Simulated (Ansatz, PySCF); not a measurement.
Molecule: InF, net charge 1, doublet state. 
Structure (B3LYP-D3(BJ)/def2-TZVP (Ansatz, a quantum-chemistry and plane-wave program) minimum search):
```
In
F 1 1.9367
```
Charge +1, spin multiplicity 2.

Total electronic energies in hartree. Valence correlation only, unless marked. Open shells are spin-unrestricted. No spin-orbit coupling. The frozen core is the preceding noble-gas configuration, with the filled d and f shells of earlier blocks. Past Kr the def2 sets carry scalar-relativistic core potentials. STO-3G rows are all-electron and non-relativistic. CBS(X,Y): correlation extrapolated as X^-3; Hartree-Fock from the larger set. The bracket is a focal-point correction in the basis named.

| level | program | energy (Eh) |
|---|---|---|
| HF/def2-SVPD | Ansatz | -288.30465 |
| HF/def2-TZVPD | PySCF | -288.43129 |
| BP86-D4/def2-TZVPD | PySCF + dftd4 | -289.83541 |
| TPSS-D3(BJ)/def2-TZVPD | PySCF + dftd3 | ___ |
| M06-L/def2-TZVPD | PySCF | -289.85303 |
| r2SCAN/def2-TZVPD | Ansatz | -289.75164 |
| PBE0/def2-SVP | Ansatz | -289.49036 |
| PW6B95-D4/def2-TZVPD | PySCF + dftd4 | -289.93640 |
| MN15-D3(BJ)/def2-TZVPD | PySCF + dftd3 | -289.22226 |
| HSE06/def2-TZVPD | Ansatz | -289.62140 |
| LC-wPBE-D3(BJ)/def2-TZVPD | Ansatz + dftd3 | -289.68875 |
| B2GP-PLYP-D4/def2-TZVPD | Ansatz + dftd4 | -289.30432 |
| B2GP-PLYP/def2-TZVPD | Ansatz | -289.30407 |
| MP2/CBS(def2-TZVPPD,def2-QZVPPD) | Ansatz | -288.7672 |
| SCS-MP2/def2-SVP | Ansatz | -288.50047 |
| CCSD/def2-SVP | Ansatz | -288.51162 |
| CCSD/def2-SVPD | Ansatz | -288.53254 |
| CCSD/def2-TZVPPD | Ansatz | -288.71694 |
| CCSD(T)/STO-3G | Ansatz | -5780.79044 |
| CCSD(T)/def2-SVPD | Ansatz | -288.53889 |
| RI-MP2/CBS(def2-TZVPPD,def2-QZVPPD)+[CCSD(T)-MP2]/def2-SVPD | Ansatz | -288.7738 |
| RI-MP2/CBS(def2-TZVPP,def2-QZVPP)+[CCSD(T)-MP2]/def2-QZVPP | Ansatz | -288.7752 |
| CCSD(T)/CBS(def2-TZVPPD,def2-QZVPPD) | Ansatz | -288.7738 |

**Question.** What belongs in the gaps?

**Answer.** 
- TPSS-D3(BJ)/def2-TZVPD, energy (Eh): -289.65569
